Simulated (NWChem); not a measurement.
Molecule: CH$_{2}$F$_{2}$O$_{2}$Si; SMILES O=C[Si](O)(F)F

```xyz
8

O     -0.2830     2.2034     0.0296
C      0.5827     1.3666     0.1566
Si     0.0195    -0.4496    -0.0210
O     -1.5788    -0.3838    -0.3162
F      0.8150    -1.1887    -1.2040
F      0.3469    -1.2889     1.3084
H      1.6399     1.6743     0.3653
H     -1.9050     0.5271    -0.3399
```
Atoms are numbered in this order, from 1.

Computed with NWChem. Pople sets run with spherical d functions. Structure relaxed at the PBE0/def2-SVP level. Isolated, static molecule.

GIAO at B3LYP/6-31G*: principal shieldings of O1 are -1384.7, -486.3, 417.6 ppm; an isolated water molecule has σ = 321.2 ppm at the same levels.

### Question
Find the isotropic 17O shift, its principal values, the span and the skew.

### Answer

1. σ(iso) = one third of the sum = -484.5 ppm.
2. δ = σ(reference) − σ = 805.7 ppm against water.
3. δ11, δ22, δ33 = 1705.9, 807.5, -96.4 ppm.
4. Span Ω = δ11 − δ33 = 1802.3 ppm; skew κ = 3(δ22 − δ(iso))/Ω = 0.00.
